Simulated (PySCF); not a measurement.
**Correlation energy of Te (tellurium, neutral)**

[Kr] 4d10 5s1 5p5, high-spin 3P determinant (an excited configuration). All numbers are calculated (PySCF 2.14, a scalar-relativistic core potential, in def2-TZVPPD with the def2 core potential (28 electrons)). Frozen: 4s2 4p6 4d10; 6 electrons correlated.

```json
{"level": "CCSD", "correlation energy (mhartree)": "-168.30"}
{"level": "(T)", "correlation energy (mhartree)": "-26.02"}
{"level": "CCSD(T)", "correlation energy (mhartree)": "-194.32"}
```

Diagnostics: T1 = 0.035, D1 = 0.0683, largest double amplitude 0.282.

T1 exceeds 0.03, a sign that the reference determinant is poor. A double-excitation amplitude exceeds 0.15, a sign of near-degeneracy.

Cost of the coupled-cluster step: roughly 3 core-seconds, for 6 correlated electrons.
